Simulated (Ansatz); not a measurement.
Consider the formal exchange of groups at the Si–O bond: `O[SiH2]OBF` + BH₃ → `B[SiH2]OBF` + H₂O.

Calculated with Ansatz (gas phase, PBE0-D4/def2-TZVP geometries, no zero-point term in ΔE). CBS: MP2 limit from def2 TZ/QZ plus the TZ coupled-cluster correction, frozen cores. This one scheme is used for every species. DFT in def2-TZVPP. One conformer a species, not always the lowest.

`O[SiH2]OBF`:

Z-matrix (Å, degrees):
```
Si
O 1 1.648
O 1 1.635 2 113.0
H 1 1.474 2 107.4 3 116.7
H 1 1.482 2 105.9 3 -122.1
B 2 1.341 1 138.5 3 5.3
H 3 0.958 1 119.3 2 -76.3
F 6 1.325 2 118.3 1 -177.8
H 6 1.197 2 123.4 1 2.7
```

BH₃:

Z-matrix (Å, degrees):
```
B
H 1 1.193
H 1 1.193 2 120.0
H 1 1.193 2 120.0 3 180.0
```

`B[SiH2]OBF`:

Cartesian coordinates in Å:
```
B -0.280 2.106 0.098
Si -0.100 0.226 0.758
O -0.449 -0.909 -0.406
B 0.232 -1.931 -0.942
F -0.360 -2.665 -1.872
H -0.111 2.999 0.876
H -0.538 2.390 -1.033
H 1.291 0.006 1.253
H -1.038 -0.011 1.890
H 1.353 -2.212 -0.622
```

H₂O:

Cartesian coordinates in Å:
```
O -0.267 -0.282 -0.029
H 0.331 -0.117 0.703
H -0.064 0.399 -0.674
```

```json
{"species": "`O[SiH2]OBF`", "PBE energy (Eh)": "-566.91640"}
{"species": "BH₃", "PBE energy (Eh)": "-26.55289"}
{"species": "`B[SiH2]OBF`", "PBE energy (Eh)": "-517.04827"}
{"species": "H₂O", "PBE energy (Eh)": "-76.38007"}
```

Task: Work out ΔE.

Result: ΔE = (-517.04827) + (-76.38007) − (-566.91640) − (-26.55289) = 0.04095 Eh = +1.11 eV. CCSD(T)/CBS gives +1.30 eV.

Largest T1 diagnostic among the species: 0.013.

From PBE to PBE0 (25 % exact exchange), in def2-TZVPP and without D4, ΔE moves by +0.07 eV. At CCSD(T), def2-SVP lies −0.05 eV from the extrapolated value and def2-TZVPP +0.02 eV. Leaving LDA and LC-ωPBE aside and taking each functional with its dispersion term where it has one, the values, not all of them listed here, spread over 0.31 eV, from PBE-D4 to BHLYP-D4.
